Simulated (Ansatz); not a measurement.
Consider the substitution at a C–Si bond: `CC([SiH3])C=N` + H–F → `CC(F)C=N` + SiH₄.

Isolated molecules relaxed with PBE0-D4/def2-TZVP in Ansatz; ΔE leaves out vibrations. CBS: MP2 limit from def2 TZ/QZ plus the TZ coupled-cluster correction, frozen cores. This one scheme is used for every species. Functionals use def2-TZVPP. B3LYP here is the variant with VWN-RPA as its local correlation; programs differ in this. Each species was taken in one conformer, which may not be the lowest.

(1) Is it downhill or uphill in electronic energy at CCSD(T)/CBS, and by how much? (Estimate.)

(2) What do these levels give: PBE-D4, r2SCAN-D4, B2PLYP, B3LYP, SCS-MP2/def2-TZVPP, CCSD/def2-TZVPP? (Estimate.)

Largest T1 diagnostic among the species: 0.012.

Answers

(1) The calculation gave: Uphill: ΔE = +63.7 kJ/mol.

(2) The calculation gave: PBE-D4 55.0, r2SCAN-D4 49.2, B2PLYP 47.7, B3LYP 36.5, SCS-MP2/def2-TZVPP 59.3, CCSD/def2-TZVPP 54.0 kJ/mol.

The D4 term adds +12.3 kJ/mol with B3LYP and +6.9 kJ/mol with PBE0; it sums over pairs of atoms, weighted by their polarisabilities, and B3LYP, whose exchange is more repulsive, gets the larger term. In def2-TZVPP, CCSD(T) changes the Hartree–Fock value by +31.5 kJ/mol (the triples alone add +3.5 kJ/mol) and MP2 by +46.4 kJ/mol.
